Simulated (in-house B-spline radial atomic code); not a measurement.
Results of a calculation; reference values are marked as such.
**Hf ion on O atom: potential, deflection and energy transfer**

The pair potential comes from two frozen, spherical free-atom densities (PBE, B-spline radial code, scalar-relativistic past argon): electrostatics plus the change in Thomas-Fermi kinetic and Dirac exchange energy where they overlap, the recipe behind the universal ZBL potential, which averages such potentials (from solid-state densities) over many pairs. It is written V = (Z1 Z2 e²/r) φ(r/a), with e² = 14.3996 eV·Å and a = 0.46850 Å/(Z1^0.23 + Z2^0.23); ZBL's fit is φ = 0.18175 e^(−3.1998x) + 0.50986 e^(−0.94229x) + 0.28022 e^(−0.4029x) + 0.02817 e^(−0.20162x). Where φ falls below 4e-4 it is continued as an exponential.

Masses 178.49 and 16.0 u.

| x = r/a | φ, this pair | φ, ZBL |
| --- | --- | --- |
| 0.1 | 0.8771 | 0.8928 |
| 0.25 | 0.7477 | 0.7647 |
| 0.5 | 0.5969 | 0.6096 |
| 1 | 0.4055 | 0.4164 |
| 1.5 | 0.2915 | 0.2995 |
| 2 | 0.2154 | 0.2218 |
| 3 | 0.1258 | 0.1292 |
| 4 | 0.07839 | 0.08026 |
| 5 | 0.05198 | 0.05224 |
| 6.5 | 0.02974 | 0.02914 |
| 8 | 0.01758 | 0.01705 |
| 10 | 0.009042 | 0.008778 |
| 12 | 0.004752 | 0.00474 |
| 14.5 | 0.002184 | 0.002328 |
| 17 | 0.00106 | 0.001212 |

**Question.** At x = 4 the electrostatic, kinetic and exchange parts are 172.43, 1420.34 and -105.24 eV. Find r, V and φ.

**Answer.** a = 0.46850/(2.6742 + 1.6133) = 0.10927 Å, so r = 0.43709 Å. V = 172.43 + 1420.34 + (-105.24) = 1487.53 eV. The bare repulsion is 72 × 8 × 14.3996/0.43709 = 18976 eV, so φ = 0.0784, -2.3 % against ZBL's 0.0803. The kinetic (Pauli) term is 95 % of V here.

**Question.** The ion comes in at 92.27 keV with impact parameter 0.2185 Å. The scattering integral gives a centre-of-mass angle of 56.44° and a closest approach of 2.809 a. What are the reduced energy, the energy passed on and the laboratory angles?

**Answer.** ε = E a M2/(Z1 Z2 e² (M1 + M2)) = 92270 × 1.0838e-06 = 0.1. The most that one collision can pass on is γE with γ = 4 M1 M2/(M1 + M2)² = 0.3020. Here T = γE sin²(θ/2) = 0.3020 × 92270 × 0.2236 = 6230 eV. The ion turns by arctan(sin θ/(cos θ + M1/M2)) = 4.1°, and the struck atom leaves at (180° − θ)/2 = 61.8°. The closest approach is 0.307 Å. With ZBL the angle would be 57.39° and T = 6424 eV.
